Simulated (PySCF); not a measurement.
Zn(Cl)(NH2) (ClH2NZn), SMILES [Cl][Zn][NH2].

The structure is a stationary point at r2SCAN-D4/def2-TZVP. Other conformers were not sampled.

Computed with TDDFT-M06-2X/def2-SVPD run with PySCF.

Vertical excitations. Isolated molecule, no solvent. State labels are in the subgroup Cs.

Computed excitation energies, oscillator strengths and character:
```csv
state,symmetry,energy (eV),λ (nm),f,main pairs
S1,A',5.27,235,0.059,HOMO→LUMO 92 %
S2,A",5.98,207,0.005,HOMO→LUMO+1 97 %
S3,A',6.79,183,0.017,"HOMO→LUMO+2 63 %, HOMO−2→LUMO 28 %"
S4,A",6.85,181,0.040,HOMO−1→LUMO 92 %
S5,A',6.91,179,0.102,"HOMO−2→LUMO 59 %, HOMO→LUMO+2 27 %"
S6,A',7.38,168,0.016,"HOMO→LUMO+3 71 %, HOMO→LUMO+4 14 %"
S7,A",7.55,164,0.001,HOMO−2→LUMO+1 95 %
S8,A',7.68,161,0.000,HOMO−1→LUMO+1 77 %
S9,A",7.97,156,0.002,HOMO−1→LUMO+2 95 %
S10,A',8.04,154,0.113,"HOMO−3→LUMO 49 %, HOMO−2→LUMO+2 42 %"
T1,A',4.77,260,0,HOMO→LUMO 91 %
T2,A",5.90,210,0,HOMO→LUMO+1 96 %
T3,A',6.09,203,0,HOMO→LUMO+2 89 %
T4,A',6.58,188,0,HOMO−2→LUMO 86 %
```
Triplets are in the Tamm–Dancoff approximation, which puts them higher than full response would, so one can lie above its singlet here.
